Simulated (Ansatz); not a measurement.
Gas-phase electronic energies from Ansatz, PBE0-D4/def2-TZVP geometries. CCSD(T)/CBS is the MP2 limit (def2-TZVPP, def2-QZVPP) plus CCSD(T) − MP2 in def2-TZVPP, frozen cores. This one scheme is used for every species. Functionals use def2-TZVPP. HSE06 is defined as in plane-wave codes. Each species was taken in one conformer, which may not be the lowest.

Consider the formal exchange of groups at a B–N bond: `BN(C)CC` + `[SiH3]Cl` → `B[SiH2]Cl` + `CCNC`.

| level | ΔE (kJ/mol) |
| --- | --- |
| revPBE-D4 | 172.9 |
| ωB97X-V | 173.3 |
| HSE06 | 171.2 |
| HF/def2-TZVPP | 161.7 |

**Question.** What does CCSD(T)/CBS give? (Best estimate.)

**Answer.** The calculation gave: +179.0 kJ/mol. The listed levels differ from it by -6.1, -5.7, -7.8, -17.3 kJ/mol.

**Question.** What do rigid-rotor, harmonic-oscillator terms from PBE0-D4/def2-TZVP frequencies (298.15 K, 1 bar) make of the CCSD(T)/CBS value? (Best estimate.)

**Answer.** Ansatz gave: ΔZPE = -2.1 kJ/mol, ΔH = +179.5 kJ/mol, ΔS = 33 J/(mol·K), ΔG = +169.7 kJ/mol.

Largest T1 diagnostic among the species: 0.012.

Leaving LDA and LC-ωPBE aside and taking each functional with its dispersion term where it has one, the values, not all of them listed here, spread over 11.7 kJ/mol, from B97M-V to CAM-B3LYP-D4. LDA lies +22.7 kJ/mol from PBE without D4. At CCSD(T), def2-SVP lies +15.4 kJ/mol from the extrapolated value and def2-TZVPP +1.5 kJ/mol.
